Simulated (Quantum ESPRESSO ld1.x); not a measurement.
The numbers below are computed, except where a source is named.
Problem. Species: Kr XXVI. Configuration: [Ne] 3s1. Code: ld1.x of Quantum ESPRESSO 7.5. Model: Dirac Kohn-Sham, relativistic LDA (MacDonald-Vosko exchange, VWN5 correlation), spin-unpolarised, spherical densities, point nucleus. Some entries of the table are withheld. Estimate them.

| orbital | occ. | eigenvalue (hartree) | <r^2> (bohr^2) |
|---|---|---|---|
| 1s1/2 | 2 | (1) | 0.002330 |
| 2s1/2 | 2 | -110.2423 | 0.03831 |
| 2p1/2 | 2 | -104.3208 | (2) |
| 2p3/2 | 4 | -102.2789 | (3) |
| 3s1/2 | 1 | (4) | (5) |
| 3p1/2 | 0 | -41.4191 | (6) |
| 3p3/2 | 0 | -40.9241 | (7) |
| 4s1/2 | 0 | -22.9633 | (8) |

Solution. 
(1) 1s1/2 eigenvalue (hartree): -561.9428
(2) 2p1/2 <r^2> (bohr^2): 0.02908
(3) 2p3/2 <r^2> (bohr^2): 0.03038
(4) 3s1/2 eigenvalue (hartree): -43.3738
(5) 3s1/2 <r^2> (bohr^2): 0.2223
(6) 3p1/2 <r^2> (bohr^2): 0.2080
(7) 3p3/2 <r^2> (bohr^2): 0.2133
(8) 4s1/2 <r^2> (bohr^2): 0.7605
